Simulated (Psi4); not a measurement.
C$_{3}$H$_{4}$, charge -1, doublet, at a GFN2-xTB geometry (a state made from the parent by changing its charge; the spin is typed, not shown lowest) (a gas-phase anion, which may not be bound at this level). Base run: CAM-B3LYP/3-21G run with Psi4 1.11.

Here is a job for Psi4.
```
memory 2 GB

molecule {
-1 2
C     1.24322362   -0.11733483    0.06798327
C    -0.00318420    0.40993186    0.09138401
C    -1.24156856   -0.09573677   -0.11548223
H     1.55199330   -1.00396287   -0.52298740
H     2.09459145    0.41698877    0.50205590
H    -2.10217797    0.55969452   -0.28432890
H    -1.53523195   -1.15388194    0.04195012
}

set {
  basis 3-21g
  reference uks
}

energy('cam-b3lyp')
print_variables()
```

Each row names what was changed in the base input (with any setting that the change needs).

```
change                         ΔE vs base (µEh)  SCF cycles  grid points  basis functions
-----------------------------  ----------------  ----------  -----------  ---------------
base                                        0.0           9       150288               35
diis_max_vecs = 15                          0.0           9       150288               35
scf_type = pk                              67.7           9       150288               35
e_convergence = 1e-10                       0.0          12       150288               35
guess = huckel                              0.0          10       150288               35
dft_pruning_scheme = treutler              -1.3           9        82830               35
dft_radial_points = 150                     0.0           9       298088               35
dft_pruning_scheme = robust                 0.0           9       103158               35
level_shift = 0.3                           0.0          10       150288               35
dft_spherical_points = 194                 -2.6           9        96526               35
ints_tolerance = 1e-8                       0.0           9       150288               35
guess = core                                0.0          12       150288               35
basis_guess = sto-3g                        0.0           9       150288               35
```

Open shells are given as the SCF converged; they aren't shown to be the lowest states, and a large step between rows can be another state.

A gas-phase anion may not be bound at this level; its values then depend on the basis.
